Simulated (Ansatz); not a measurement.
Isolated molecules relaxed with PBE0-D4/def2-TZVP in Ansatz; ΔE leaves out vibrations. CCSD(T)/CBS is the MP2 limit (def2-TZVPP, def2-QZVPP) plus CCSD(T) − MP2 in def2-TZVPP, frozen cores. Functionals use def2-TZVPP. B3LYP here is the variant with VWN-RPA as its local correlation; programs differ in this. For Ge outer-core shells are correlated without core-valence functions, which leaves a few kJ/mol of doubt a bond. Scalar relativity is left out up to krypton. One conformer a species, not always the lowest.

Consider the substitution at a C–C bond: `CC(C)(O)Cl` + `O[SiH2][NH][GeH3]` → `C[N]([GeH3])[SiH2]O` + `CC(O)Cl`.

`CC(C)(O)Cl`:

Cartesian coordinates in Å:
```
C 0.616 0.006 -1.127
C -0.289 -0.262 0.055
C 0.136 0.448 1.315
O -1.602 0.086 -0.198
Cl -0.202 -2.078 0.383
H 1.642 -0.290 -0.908
H 0.280 -0.553 -2.004
H 0.592 1.074 -1.356
H 1.148 0.159 1.596
H -0.546 0.202 2.128
H 0.104 1.526 1.142
H -1.877 -0.318 -1.027
```

`O[SiH2][NH][GeH3]`:

Cartesian coordinates in Å:
```
O -0.429 -1.455 1.705
Si -0.480 0.146 1.315
N 0.481 0.591 -0.029
Ge 0.212 0.119 -1.788
H 0.422 -1.824 1.945
H -0.004 0.982 2.451
H -1.915 0.361 1.022
H 1.328 1.104 0.159
H -1.216 -0.434 -1.869
H 0.377 1.364 -2.677
H 1.225 -0.953 -2.234
```

`C[N]([GeH3])[SiH2]O`:

Cartesian coordinates in Å:
```
C 0.027 1.349 0.853
N -0.253 0.153 0.073
Ge -1.039 -1.231 1.006
Si 0.362 -0.030 -1.513
O 1.860 -0.708 -1.654
H 0.359 2.162 0.200
H 0.807 1.190 1.609
H -0.870 1.703 1.374
H -2.361 -0.711 1.602
H -1.279 -2.384 0.026
H -0.117 -1.674 2.160
H -0.509 -0.971 -2.250
H 0.394 1.338 -2.102
H 2.617 -0.187 -1.383
```

`CC(O)Cl`:

Z-matrix (Å, degrees):
```
C
C 1 1.507
H 1 1.090 2 111.0
H 1 1.093 2 110.4 3 120.0
H 1 1.093 2 109.0 3 -120.3
O 2 1.375 1 114.0 3 177.9
Cl 2 1.825 1 108.5 3 -58.1
H 2 1.089 1 112.3 3 56.5
H 6 0.963 2 108.9 1 51.9
```

| level | ΔE (kJ/mol) | difference from CCSD(T)/CBS |
| --- | --- | --- |
| PBE-D4 | 53.4 | -8.8 |
| r2SCAN-D4 | 61.9 | -0.3 |
| PBE0-D4 | 56.7 | -5.5 |
| B3LYP-D4 | 54.6 | -7.6 |
| ωB97M-V | 61.0 | -1.2 |
| B2PLYP | 58.5 | -3.7 |
| PBE | 54.1 | -8.1 |
| r2SCAN | 62.3 | 0.1 |
| B3LYP | 55.8 | -6.4 |
| HF/def2-TZVPP | 61.4 | -0.8 |
| MP2/def2-TZVPP | 62.7 | 0.5 |
| CCSD/def2-TZVPP | 60.0 | -2.2 |
| HF/def2-QZVPP | 61.4 | -0.8 |
| HF/CBS(def2) | 61.4 | -0.8 |
| MP2/CBS(def2) | 65.1 | 2.9 |
| CCSD/CBS(def2) | 62.4 | 0.2 |
| CCSD(T)/CBS | 62.2 | 0 |

Largest T1 diagnostic among the species: 0.012.

From PBE to PBE0 (25 % exact exchange), in def2-TZVPP and without D4, ΔE moves by +3.4 kJ/mol.

CCSD(T)/CBS has its own doubt, a few kJ/mol and more with outer-core shells, so smaller differences from it don't rank the levels.
